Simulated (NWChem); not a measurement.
System: CdGeH$_{4}$O; SMILES [GeH3][Cd][OH]

Input file for NWChem:

```
start job
memory heap 200 mb stack 900 mb global 1100 mb
geometry units angstroms noautoz
  Cd    -0.655862     0.663281     0.000292
  O     -1.053466     2.602942    -0.000958
  H     -0.263638     3.154821     0.004891
  Ge    -0.238724    -1.812424     0.002004
  H      1.263206    -2.113195    -0.175922
  H     -0.685400    -2.466715     1.324173
  H     -0.988477    -2.520823    -1.143348
end
basis spherical
  * library def2-svp
end
ecp
  Cd library def2-ecp
end
dft
  xc xpbe96 cpbe96
  iterations 150
  mulliken
end
task dft energy
```

Geometry: optimised at PBE0/def2-SVP. def2 effective core potentials on Cd; no spin-orbit coupling.

Question: Give the results of this calculation. (PBE/def2-SVP with def2 effective core potentials on Cd.) Quantities: energy (Ha); highest occupied level (eV); orbital gap (eV); dipole (D).

Answer: 
```yaml
energy (Ha): -2321.64
highest occupied level (eV): -5.92
orbital gap (eV): 4.35
dipole (D): 1.36
```
